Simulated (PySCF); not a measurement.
A GIAO shielding run with PySCF (density fitting, non-relativistic, gas phase) on SMILES F/C=C\C(F)=C(F)F, C4H2F4:

```
$ OMP_NUM_THREADS=1 python probes_run.py task.json out

{"job": {"kind": "nmr", "xc": "PBE0", "basis": "pcSseg-0", "pop": true}, "charge": 0, "multiplicity": 1}
F      1.596818     0.093784     2.014435
C      1.640286     0.502141     0.757701
C      0.643946     0.335594    -0.119346
C     -0.630801    -0.297357     0.123789
F     -0.914123    -0.724792     1.352696
C     -1.560535    -0.483689    -0.826053
F     -1.401447    -0.108704    -2.072655
F     -2.715519    -1.054416    -0.620827
H      2.580811     0.997061     0.501115
H      0.813911     0.716139    -1.127747
```

Hardware: 1 thread of an Arm Neoverse N1, shared host. The job also computes population analyses, field gradients.

**Question.** How large is the calculation?

**Answer.** 62 electrons, 76 basis functions and 688 auxiliary functions.

**Question.** How long does it take, and how much memory does it need?

**Answer.** 10 s of wall time, with 13 SCF cycles and 5 response iterations; peak memory 0.47 GiB. Times on a shared host scatter by some tens of per cent.

**Question.** And these other runs on the same molecule and hardware: GIAO shielding at PBE0/6-311+G(2d,p); GIAO shielding at PBE0/6-31G*; GIAO shielding at PBE0/IGLO-III; GIAO shielding at PBE0/aug-cc-pVDZ; GIAO shielding at PBE0/cc-pVDZ; GIAO shielding at PBE0/cc-pVTZ?

**Answer.** PBE0/6-311+G(2d,p): 228 functions, 48 s; PBE0/6-31G*: 116 functions, 18 s; PBE0/IGLO-III: 300 functions, 73 s; PBE0/aug-cc-pVDZ: 202 functions, 42 s; PBE0/cc-pVDZ: 122 functions, 19 s; PBE0/cc-pVTZ: 268 functions, 63 s.
